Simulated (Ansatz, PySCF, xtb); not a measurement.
Breaking the C3–H4 bond in C2H3B (SMILES BC#C) (multiplicity 1 held, fragments rigid). Energies count from the point at 1.064 Å.
Geometry at that point (charge 0, multiplicity 1):
```csv
atom,x (Å),y (Å),z (Å)
B,-1.1934,-0.0518,-0.7150
C,0.0924,0.0040,0.0554
C,1.1293,0.0490,0.6766
H,2.0411,0.0886,1.2230
H,-1.9546,0.8608,-0.6666
H,-1.4500,-1.0086,-1.3734
```

R- and RO- levels are restricted; in cc, def2 and unpolarised 6-31G sets they are followed outwards from rest. U- levels take the lowest unrestricted solution at each point, which mixes spins at long bonds. Levels need not reach the same state.

Frozen-core correlation. Rows in 6-31G* carry no dispersion term and start afresh at each structure (6-31G* with six Cartesian d functions). MP2/6-31G* freezes PySCF's default core.

Codes used: Ansatz (an electronic-structure program) with Gaussian orbitals; PySCF for 6-31G* rows; xtb for the GFN methods. Each number belongs to the level named beside it. The GFN methods have no spin term and hold the electronic entropy of 300 K.

Energies in kJ/mol.

| R (Å) | GFN2-xTB | U-PBE/cc-pVTZ | U-r2SCAN/cc-pVTZ | R-wB97X-V/cc-pVTZ | R-MP2/6-31G* | R-SCS-MP2/cc-pVTZ |
|---|---|---|---|---|---|---|
| 0.851 | ___ | 140 | 134 | 138 | 145 | 135 |
| 0.957 | 20 | 30 | 27 | 28 | 30 | 27 |
| 1.064 | 0 | 0 | 0 | 0 | 0 | 0 |
| 1.170 | 20 | 15 | 18 | 17 | 17 | 18 |
| 1.276 | ___ | 54 | 60 | 59 | 59 | 61 |
| 1.436 | 130 | 132 | 142 | 143 | 143 | 145 |
| 1.596 | 205 | 217 | 231 | 235 | 233 | 235 |
| 1.862 | ___ | 348 | 369 | 380 | 369 | 373 |
| 2.127 | 410 | 454 | 464 | 505 | 480 | 483 |
| 2.447 | 489 | 521 | 520 | 624 | 575 | 578 |
| 2.872 | 551 | 554 | 550 | 740 | 646 | 645 |
| 3.404 | 584 | 567 | 561 | 837 | 660 | 655 |

Task: Some entries are withheld; supply them.

Result: 
- 1.276, GFN2-xTB: 58
- 1.862, GFN2-xTB: 319
- 0.851, GFN2-xTB: 120

Doubts at one or more of the structures used: a spin-contaminated determinant (U-PBE/cc-pVTZ, U-r2SCAN/cc-pVTZ); a restricted determinant that unrestricted orbitals would lower (R-wB97X-V/cc-pVTZ, R-MP2/6-31G*, R-SCS-MP2/cc-pVTZ).
